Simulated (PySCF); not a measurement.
Input file for PySCF: R-B3LYP/3-21G on H4OSiTe (SMILES O[Te][SiH3]), a point of a torsion scan.

```python
from pyscf import gto, scf, dft, mp
from pyscf.data.elements import chemcore

mol = gto.M(
    atom='''
    O     2.43622692   -0.03395278   -0.20295969
    Te    0.80022800   -1.20204386    0.01168451
    Si   -0.14701763    0.09481541    1.91279435
    H     2.43272169    0.67358594    0.43686821
    H    -0.41315060    1.48696101    1.54412448
    H    -1.38548586   -0.58908519    2.25072283
    H     0.75764440    0.11826910    3.06424861
    ''',
    basis='3-21g',
    charge=0, spin=0, verbose=3, max_memory=1800)
mf = dft.RKS(mol, xc='b3lyp')
mf.conv_tol = 1e-8
mf.max_cycle = 100
mf.kernel()
if not mf.converged:
    mf = mf.newton().run(mf.mo_coeff, mf.mo_occ)
```

The log:

```
converged SCF energy = -6950.49727495037
```

The run converged.

Cost: very roughly 7 core-seconds.
